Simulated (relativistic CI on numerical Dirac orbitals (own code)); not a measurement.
**One change at a time: Os LXXV**

Base calculation: Dirac-Coulomb-Breit CI, orbitals from a KLI potential per configuration, a model potential for QED, unscaled Slater integrals.

Configurations in the expansion: 1s², 1s2s, 1s2p, 1s3s, 1s3p, 1s3d, 1s4s, 1s4p, 1s4d, 1s4f, 1s5s, 1s5p, 1s5d, 1s5f, 1s5g, 1s6s, 1s6p, 1s6d, 2s². Levels of other configurations are missing.

The lowest level and the first level of each name with at least 55 % of one term (blank where a level has no safe partner in the second run):

```
    Level  Base (eV)  Shift (eV)
  1s² ¹S0        0.0         0.0
 1s2s ³S1    62531.7     -4499.4
1s2p ³P°1    62651.2     -4542.2
 1s2s ¹S0    62693.2     -4571.9
1s2p ³P°0    62696.5     -4587.5
1s2p ³P°2    64430.0     -6321.0
1s2p ¹P°1    64481.8     -6303.9
 1s3s ³S1    74674.3     -5922.3
1s3p ³P°1    74706.0     -5932.6
 1s3s ¹S0    74717.3     -5941.8
1s3p ³P°0    74717.8     -5944.4
1s3p ³P°2    75235.8     -6462.4
 1s3d ³D2    75245.5     -6459.0
 1s3d ³D1    75250.1     -6463.6
```

At this charge energies of transitions that change n are usually good to better than 1 %, and those within a shell (Δn = 0) to a few per cent.

**Question.** One thing was changed in a second run, which moved the levels as shown. Which?
A. QED terms removed
B. Breit term removed
C. non-relativistic limit
D. valence Slater integrals scaled by 0.9
E. configuration mixing switched off

**Answer.** C. Non-relativistic limit. Without relativity the fine structure collapses and s electrons lose their extra binding.

LS names give the leading component of a level, which can be under half, so a name can repeat, a term be missing and a line seem to break the LS rules.
